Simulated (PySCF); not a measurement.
CH8Si2, SMILES [SiH3]C[SiH3] (connectivity only; charge and spin as stated), charge +1, multiplicity 2.

Geometry optimised at PBE-D3(BJ)/def2-SVP. The multiplicity is an assumed one; other spin states were not compared.

Two levels are set side by side: PBE/def2-TZVPD (PySCF) and r2SCAN/def2-TZVPD (PySCF). Same geometry, gas phase. Differences are taken from unrounded values.

| quantity | r2SCAN |
|---|---|
| α-spin orbital gap (eV) | 6.81 |
| β-spin orbital gap (eV) | 2.71 |
| mean polarisability (bohr³) | 71.1 |

**Question.** What does PBE give, and how far is it from r2SCAN? (Estimate from the structure and the level; the computed values follow.)

**Answer.** 
```tsv
quantity	PBE	PBE minus r2SCAN
α-spin orbital gap (eV)	6.05	-0.76
β-spin orbital gap (eV)	2.13	-0.58
mean polarisability (bohr³)	73.4	2.3
```

Rough cost on one machine, each run with all the roots and properties that it gave: r2SCAN against PBE about 3 times.
